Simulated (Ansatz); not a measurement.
`[GaH2][NH][SiH2]Br` → `[NH2][GaH2]` + `[SiH]Br` at 298.15 K and 1 bar (silylene formation by 1,1-elimination).

Isolated molecules relaxed with PBE0-D4/def2-TZVP in Ansatz; ΔE leaves out vibrations. CCSD(T)/CBS adds triple-zeta CCSD(T) − MP2 to the extrapolated MP2 energy (def2 sets, frozen cores). For Br, Ga outer-core shells are correlated without core-valence functions, which leaves a few kJ/mol of doubt a bond. Scalar relativity is left out up to krypton. One conformer a species, not always the lowest.

```tsv
species	CCSD(T)/CBS energy (Eh)	H − E (kJ/mol)	S (J/(mol·K))
`[GaH2][NH][SiH2]Br`	-4844.13441	148.7	369.7
`[NH2][GaH2]`	-1981.05479	115.2	263.8
`[SiH]Br`	-2862.97869	30.2	263.1
```

H − E and S are ideal-gas, rigid-rotor, harmonic terms from PBE0-D4/def2-TZVP, for one conformer and one mirror image of each species. 1 Eh = 2625.50 kJ/mol, R = 8.31446 J/(mol·K).

Problem. By hand: ΔE, ΔH, ΔS and ΔG.

Solution. ΔE = (-1981.05479) + (-2862.97869) − (-4844.13441) = 0.10093 Eh = 265.0 kJ/mol. Δ(H − E) = 115.2 + 30.2 − 148.7 = -3.3, so ΔH = 261.7 kJ/mol. ΔS = 263.8 + 263.1 − 369.7 = 157.2 J/(mol·K). ΔG = 261.7 − 298.15 × (157.2)/1000 = 214.8 kJ/mol.

Problem. By hand: the equilibrium constant, and the temperature at which ΔG would vanish if ΔH and ΔS stayed fixed.

Solution. log₁₀ K = −ΔG/(RT ln 10) = -37.6. ΔG = 0 at ΔH/ΔS = 1665 K.

The number of gas molecules changes by +1, which sets the sign of ΔS. A doubt of 5 kJ/mol in ΔE shifts log₁₀ K by 0.9 here. Other conformers and mirror images would add mixing entropy, several J/(mol·K) or more a flexible species. Modes under 60 cm⁻¹, often nearly free rotors, make the harmonic entropy too high. These are equilibria of isolated gas molecules and say nothing of rates. Largest T1 diagnostic: 0.014 (customary marks: 0.02 for closed shells, 0.045 for open ones).
